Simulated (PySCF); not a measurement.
## Mg⁺ (magnesium, charge +1): UHF calculation

Configuration: [Ne] 3s1, 2S determinant. Calculation: PySCF 2.14, in pcseg-2 (5s3p1d, 19 functions); the non-relativistic Hamiltonian (point nucleus).

- Total energy: -199.361242 hartree
- One-electron energy: -275.8331 hartree
- Hartree (Coulomb) energy: 92.3356 hartree
- Exchange energy: -15.8637 hartree
- Kinetic energy: 200.00150 hartree
- ⟨S²⟩: 0.7501
- ⟨L²⟩: 0.000
- Sum of ⟨r⟩: 8.586 bohr
- Sum of ⟨r²⟩: 14.06 bohr²
- Density at the nucleus (Gaussians lack the cusp): 1070 bohr⁻³
- Spin density at the nucleus: 1.88 bohr⁻³
- Langevin diamagnetic susceptibility: -11.1 ×10⁻⁶ cm³/mol
- Time after the integrals: 0.05 s of wall time on 1 thread of Intel(R) Xeon(R) CPU @ 2.60GHz (shared host)

```tsv
shell	electrons	mean orbital energy (eV)	rms radius, mean of both spins (bohr)
1s α	1	-1341.8	0.152
1s β	1	-1341.6	0.152
2s α	1	-111.20	0.759
2s β	1	-110.72	0.759
2p α	3	-70.742	0.774
2p β	3	-70.571	0.774
3s α	1	-14.729	3.05
```
